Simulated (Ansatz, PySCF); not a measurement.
Pair of molecules: H2S (SMILES S) (first 3 atoms) with GeH4 (SMILES [GeH4]); geometry from B3LYP-D3(BJ)/def2-TZVP, rigid monomers moved along the line of their centres of mass till S1···Ge4 is 4.45 Å.
(charge 0, multiplicity 1):
```xyz
8

S      0.26693     1.87327     0.68986
H     -1.06393     1.85931     0.86540
H      0.24615     0.72600    -0.00716
Ge    -0.23193    -1.10136     3.95558
H     -1.00415     0.17493     4.31624
H      1.27066    -0.80461     3.88215
H     -0.72355    -1.63267     2.60037
H     -0.49149    -2.17069     5.03154
```

Counterpoise-corrected where a basis set is named; no monomer relaxation. Rows marked so take none.

Correlated levels freeze the cores. Filled d and f shells under p-block atoms count as core. CBS: X⁻³ extrapolation of the correlation energy, Hartree–Fock from the larger set. Rows in 3-21G carry no dispersion term and start afresh at each structure; the Pople sets are all-electron and without relativity.

Run with Ansatz (Gaussian orbitals); PySCF for 3-21G rows. 

Problem. Predict the interaction energy from B3LYP/3-21G (no counterpoise).

Solution. -43 meV

Ansatz is a program for electronic structure.
